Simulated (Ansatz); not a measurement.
One change: `[BH2][GaH][F]` becomes `[BH2][GaH][CH3]`.

Ansatz, PBE0-D4/def2-TZVP geometries, multiplicity 1. 

Outer-core shells of Ga are correlated without core-valence functions. Scalar relativity is left out up to krypton. Spin–orbit coupling is left out.

| property | `[BH2][GaH][F]` |
| --- | --- |
| vertical ionisation energy (CCSD(T)/def2-TZVPP) / eV | 10.54 |
| HOMO energy (B3LYP/def2-TZVPP) / eV | -7.84 |
| HOMO energy (PBE/def2-TZVPP) / eV | -6.77 |
| zero-point energy (PBE0-D4/def2-TZVP) / kJ/mol | 74.1 |
| LUMO energy (ωB97M-V/def2-TZVPP) / eV | -0.77 |
| size of the dipole moment (B3LYP/def2-TZVPP) / D | 2.62 |

(1) Give the same properties after the change, and the shifts. (Best estimate.)

## Answers

(1) The calculation gave: 
| property | `[BH2][GaH][CH3]` | shift |
| --- | --- | --- |
| vertical ionisation energy (CCSD(T)/def2-TZVPP) / eV | 9.59 | -0.95 |
| HOMO energy (B3LYP/def2-TZVPP) / eV | -7.09 | 0.75 |
| HOMO energy (PBE/def2-TZVPP) / eV | -6.14 | 0.63 |
| zero-point energy (PBE0-D4/def2-TZVP) / kJ/mol | 161.1 | 87.0 |
| LUMO energy (ωB97M-V/def2-TZVPP) / eV | -0.20 | 0.57 |
| size of the dipole moment (B3LYP/def2-TZVPP) / D | 0.61 | -2.01 |

With PBE0 the HOMO rises by 0.74 eV and the LUMO rises by 0.64 eV, so the gap narrows by about 0.10 eV. PBE moves the HOMO by 0.63 eV and ωB97M-V by 0.74 eV. The zero-point energy changes by 87.0 kJ/mol with +9 modes. Dipoles are sizes alone; their direction can turn.

B3LYP here is the variant with VWN-RPA as its local correlation; programs differ in this.
